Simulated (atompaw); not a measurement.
u(r) = r·R(r): atom against pseudo-atom (rhenium (Re))

Columns: radius, all-electron u(r) and pseudo u(r) of the 5d shell (level -5.57 eV) of rhenium in the configuration [Xe] 4f14 5d5 6s2 6p0; LDA (PW92), scalar-relativistic, PAW (atompaw) scheme, atompaw 4.2.0.5.

| r (bohr) | all-electron | pseudo |
| --- | --- | --- |
| 0.115 | 0.2317 | 0.0004 |
| 0.231 | -0.0836 | 0.0035 |
| 0.346 | -0.3369 | 0.0116 |
| 0.462 | -0.2882 | 0.0267 |
| 0.577 | -0.0823 | 0.0499 |
| 0.692 | 0.1549 | 0.0819 |
| 0.808 | 0.3663 | 0.1227 |
| 0.923 | 0.5286 | 0.1707 |
| 1.038 | 0.6433 | 0.2243 |
| 1.154 | 0.7173 | 0.2818 |
| 1.269 | 0.7578 | 0.3395 |
| 1.385 | 0.7737 | 0.3956 |
| 1.500 | 0.7713 | 0.4464 |
| 1.615 | 0.7561 | 0.4900 |
| 1.731 | 0.7321 | 0.5247 |
| 1.846 | 0.7026 | 0.5487 |
| 1.962 | 0.6694 | 0.5619 |
| 2.077 | 0.6348 | 0.5643 |
| 2.192 | 0.5995 | 0.5570 |
| 2.308 | 0.5641 | 0.5412 |
| 2.423 | 0.5298 | 0.5191 |
| 2.538 | 0.4966 | 0.4926 |
| 2.654 | 0.4644 | 0.4635 |
| 2.769 | 0.4340 | 0.4340 |
| 2.885 | 0.4050 | 0.4050 |
| 3.000 | 0.3777 | 0.3777 |

**Question.** How many radial nodes do the two functions have?

**Answer.** The all-electron 5d function has n − l − 1 = 2; the pseudo-wave has 0, since the states of the same l below it are removed with the core.

**Question.** Is the pseudo-wave norm-conserving?

**Answer.** No, it belongs to a PAW set: the norm inside the radius is not constrained, and the difference is carried by the augmentation charge.
